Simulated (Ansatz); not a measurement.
`OC1BN1` + H₂ → `B1CN1` + H₂O at 500 K and 1 bar (hydrogenolysis of a C–O bond).

Calculated with Ansatz (gas phase, PBE0-D4/def2-TZVP geometries, no zero-point term in ΔE). CCSD(T)/CBS adds triple-zeta CCSD(T) − MP2 to the extrapolated MP2 energy (def2 sets, frozen cores). This one scheme is used for every species. One conformer a species, not always the lowest.

| species | CCSD(T)/CBS energy (Eh) | H − E (kJ/mol) | S (J/(mol·K)) |
| --- | --- | --- | --- |
| `OC1BN1` | -195.09067 | 186.6 | 322.8 |
| H₂ | -1.17544 | 41.0 | 145.5 |
| `B1CN1` | -119.91915 | 167.6 | 290.3 |
| H₂O | -76.37941 | 73.2 | 206.3 |

H − E and S are ideal-gas, rigid-rotor, harmonic terms from PBE0-D4/def2-TZVP, for one conformer and one mirror image of each species. The MP2-based limit puts H₂ 0.8 mEh under its directly extrapolated value; such offsets cancel only in part. 1 Eh = 2625.50 kJ/mol, R = 8.31446 J/(mol·K).

Problem. By hand: ΔE, ΔH, ΔS and ΔG.

Solution. ΔE = (-119.91915) + (-76.37941) − (-195.09067) − (-1.17544) = -0.03245 Eh = -85.2 kJ/mol. Δ(H − E) = 167.6 + 73.2 − 186.6 − 41.0 = 13.2, so ΔH = -72.0 kJ/mol. ΔS = 290.3 + 206.3 − 322.8 − 145.5 = 28.3 J/(mol·K). ΔG = -72.0 − 500 × (28.3)/1000 = -86.2 kJ/mol.

Problem. By hand: the equilibrium constant, and the temperature at which ΔG would vanish if ΔH and ΔS stayed fixed.

Solution. log₁₀ K = −ΔG/(RT ln 10) = 9.0. ΔH and −TΔS have one sign here, so there is no such temperature.

ΔH outweighs TΔS. A doubt of 5 kJ/mol in ΔE shifts log₁₀ K by 0.5 here. Other conformers and mirror images would add mixing entropy, several J/(mol·K) or more a flexible species. These are equilibria of isolated gas molecules and say nothing of rates. Largest T1 diagnostic: 0.013 (customary marks: 0.02 for closed shells, 0.045 for open ones).
